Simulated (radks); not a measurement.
Values are calculated unless marked as measured or tabulated.
Species: Fe12+. Configuration: [Ne] 3s2 3p2.

Level of theory: scalar-relativistic Kohn-Sham, LDA (Slater exchange, Perdew-Wang correlation), spin-polarised, spherical densities, point nucleus; open shells are filled with parallel spins first (a radial shooting solver on a logarithmic mesh with Libxc functionals).

Energy parts (Ry):
part                       energy
total                 -2417.09590
kinetic                2447.28083
electron-nucleus      -5410.17243
Hartree                 631.71173
exchange-correlation    -85.91603

Orbitals (lengths in bohr, moments of r in powers of bohr; r(90%) holds 90 % of the orbital's charge):
| orbital | occ. | eigenvalue (Ry) | r(90%) |
|---|---|---|---|
| 1s up | 1 | -539.1750 | 0.105 |
| 1s down | 1 | -539.0557 | 0.105 |
| 2s up | 1 | -85.19577 | 0.411 |
| 2s down | 1 | -85.07534 | 0.410 |
| 2p up | 3 | -76.55877 | 0.382 |
| 2p down | 3 | -76.41425 | 0.381 |
| 3s up | 1 | -27.90132 | 1.02 |
| 3s down | 1 | -27.44371 | 1.03 |
| 3p up | 2 | -25.29587 | 1.04 |
| 3p down | 0 | -24.84266 | 1.04 |
| 3d up | 0 | -21.41867 | 1.01 |
| 3d down | 0 | -21.00582 | 1.02 |
| 4s up | 0 | -13.28687 | 1.96 |
| 4s down | 0 | -13.14039 | 1.98 |
| 4p up | 0 | -12.29897 | 2.02 |
| 4p down | 0 | -12.16066 | 2.04 |

The highest occupied level is 3p up at -344.17 eV. For comparison, the ionisation energy in NIST's Atomic Spectra Database is 361 eV (semi-empirical). In exact Kohn-Sham theory the highest level is minus the ionisation energy, but local and semilocal functionals leave it too shallow, through self-interaction and a potential that decays too fast; potentials with the right tail come closer. Summed over all electrons, <r^2> = 2.822 bohr^2, which gives a Langevin (diamagnetic) susceptibility term of -2.24 x 10^-6 cm^3/mol. Spin moment in Bohr magnetons: 2. The density falls to 0.001 e/bohr^3 at r = 1.69 bohr.

Run on one thread of a shared host, so times are rough (Arm Neoverse N1): 0.16 s of CPU time, 0.16 s wall, 13 iterations on 2476 mesh points.
